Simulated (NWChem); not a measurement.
Species: Si$_{2}$H$_{4}$Cl$_{2}$; SMILES [SiH3][SiH](Cl)Cl

```xyz
8

Si     0.0000     2.1407    -0.1448
Si    -0.0002    -0.1011     0.5426
Cl    -1.7050    -1.0117    -0.2349
Cl     1.7037    -1.0124    -0.2362
H     -0.0011     2.1580    -1.6472
H     -1.2290     2.8349     0.3743
H      1.2301     2.8343     0.3726
H      0.0004    -0.3312     2.0247
```
Atoms are numbered in this order, from 1.

Level: PBE-D3(BJ)/def2-SVP (NWChem), optimised geometry, unscaled harmonic frequencies. 

```json
[
 {"frequency (cm⁻¹)": "94", "IR intensity (km/mol)": "0.7"},
 {"frequency (cm⁻¹)": "119", "IR intensity (km/mol)": "0.1"},
 {"frequency (cm⁻¹)": "136", "IR intensity (km/mol)": "5.0"},
 {"frequency (cm⁻¹)": "183", "IR intensity (km/mol)": "4.3"},
 {"frequency (cm⁻¹)": "387", "IR intensity (km/mol)": "13.3"},
 {"frequency (cm⁻¹)": "488", "IR intensity (km/mol)": "32.4"},
 {"frequency (cm⁻¹)": "500", "IR intensity (km/mol)": "10.6"},
 {"frequency (cm⁻¹)": "527", "IR intensity (km/mol)": "55.9"},
 {"frequency (cm⁻¹)": "572", "IR intensity (km/mol)": "69.8"},
 {"frequency (cm⁻¹)": "733", "IR intensity (km/mol)": "219.4"},
 {"frequency (cm⁻¹)": "769", "IR intensity (km/mol)": "77.7"},
 {"frequency (cm⁻¹)": "834", "IR intensity (km/mol)": "91.2"},
 {"frequency (cm⁻¹)": "895", "IR intensity (km/mol)": "42.0"},
 {"frequency (cm⁻¹)": "898", "IR intensity (km/mol)": "33.9"},
 {"frequency (cm⁻¹)": "2160", "IR intensity (km/mol)": "48.9"},
 {"frequency (cm⁻¹)": "2176", "IR intensity (km/mol)": "41.8"},
 {"frequency (cm⁻¹)": "2178", "IR intensity (km/mol)": "67.8"},
 {"frequency (cm⁻¹)": "2186", "IR intensity (km/mol)": "96.4"}
]
```

```yaml
zero_point_energy: 22.6 kcal/mol
thermal correction to the enthalpy at 298.15 K (with zero-point energy): 27.6 kcal/mol
heat capacity Cv: 23.0 cal/(mol K)
entropy at 298.15 K and 1 atm (symmetry number 1): 85.2 cal/(mol K)
dipole_moment: 1.43 D
```

Rigid rotor and harmonic oscillator; modes under 100 cm⁻¹ make the entropy uncertain.
